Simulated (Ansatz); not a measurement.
C2H9FN2Si (`CN(C)[SiH](N)F`), relaxed with RKS PBE0-D4/def2-TZVP in the Gaussian-basis code of Ansatz from a GFN2-xTB geometry. The force threshold is 0.005 eV/Å; the program also tests the step.

Total charge 0; spin multiplicity 1.

Start:

```xyz
15

C    -1.121   -1.106   -1.000
N    -0.161   -0.200   -0.417
C     0.071    0.958   -1.242
Si    0.112   -0.198    1.272
N     1.629    0.549    1.573
F     0.310   -1.738    1.699
H    -0.772   -1.429   -1.984
H    -2.105   -0.635   -1.122
H    -1.229   -1.980   -0.364
H     0.852    1.569   -0.802
H    -0.836    1.567   -1.354
H     0.393    0.642   -2.238
H    -1.006    0.236    2.113
H     2.143    0.219    2.373
H     1.721    1.546    1.493
```

(1) How much energy does the relaxation release, and in how many steps? (Best estimate.)

(2) Which bonds change most? (Best estimate.)

(3) Give the relaxed structure. (Estimate.)

Answers

(1) The calculation gave: 27.34 kJ/mol, in 17 steps, 2 of them rejected.

(2) Ansatz gave: Si4–H13 from 1.465 to 1.482 Å; Si4–N5 from 1.716 to 1.701 Å; N2–Si4 from 1.711 to 1.697 Å; C1–H9 from 1.086 to 1.092 Å.

(3) The calculation gave: 
```xyz
15

C    -1.489   -0.757   -0.834
N    -0.301   -0.099   -0.345
C     0.373    0.696   -1.344
Si    0.395   -0.488    1.153
N     1.209    0.873    1.766
F     1.546   -1.608    1.117
H    -1.266   -1.444   -1.661
H    -2.218   -0.023   -1.200
H    -1.963   -1.332   -0.036
H     1.254    1.174   -0.914
H    -0.290    1.483   -1.728
H     0.694    0.087   -2.200
H    -0.692   -1.088    1.962
H     2.000    0.767    2.379
H     0.748    1.759    1.886
```
